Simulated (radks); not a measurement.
Removal energies from the chromium ion Cr13+, [Ne] 3s1, by Delta-SCF beside the eigenvalue of the level emptied. Method: non-relativistic Kohn-Sham, PBE, spin-polarised, spherical densities, point nucleus; computed with a radial shooting solver on a logarithmic mesh with Libxc functionals. Open shells are filled with parallel spins first.

removed from,final configuration,Delta-SCF (eV),-eigenvalue (eV)
3s,[Ne],383.33,370.12
2p,[He] 2s2 2p5 3s1,969.42,928.42
2s,[He] 2s1 2p6 3s1,1059.6,1023.8
1s,1s1 2s2 2p6 3s1,6356.0,6222.2
